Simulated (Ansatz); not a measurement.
Consider the ligand exchange at the Sn–O bond: `C[O][Sn][OH]` + HBr → `C[O][Sn][Br]` + H₂O.

Gas-phase electronic energies from Ansatz, PBE0-D4/def2-TZVP geometries. CCSD(T)/CBS is the MP2 limit (def2-TZVPP, def2-QZVPP) plus CCSD(T) − MP2 in def2-TZVPP, frozen cores. This one scheme is used for every species. Functionals use def2-TZVPP. HSE06 is defined as in plane-wave codes. Elements past krypton have def2 core potentials. For Br, Sn outer-core shells are correlated without core-valence functions, which leaves a few kJ/mol of doubt a bond. Scalar relativity is left out up to krypton. Each species was taken in one conformer, which may not be the lowest.

CCSD(T)/CBS gives -0.94 eV.

Task: Another level gave -0.86 eV. Which?
A. ωB97X-V/def2-TZVPP
B. RPA@PBE/def2-TZVPP
C. HSE06-D4/def2-TZVPP
D. r2SCAN/def2-TZVPP

Result: A. ωB97X-V -0.86, HSE06-D4 -0.99, RPA@PBE/def2-TZVPP -0.79, r2SCAN -0.90 eV.

Largest T1 diagnostic among the species: 0.017.

From PBE to PBE0 (25 % exact exchange), in def2-TZVPP and without D4, ΔE moves by −0.07 eV. In def2-TZVPP, CCSD(T) changes the Hartree–Fock value by +0.15 eV (the triples alone add +0.01 eV) and MP2 by +0.11 eV. At CCSD(T), def2-SVP lies +0.08 eV from the extrapolated value and def2-TZVPP +0.08 eV.
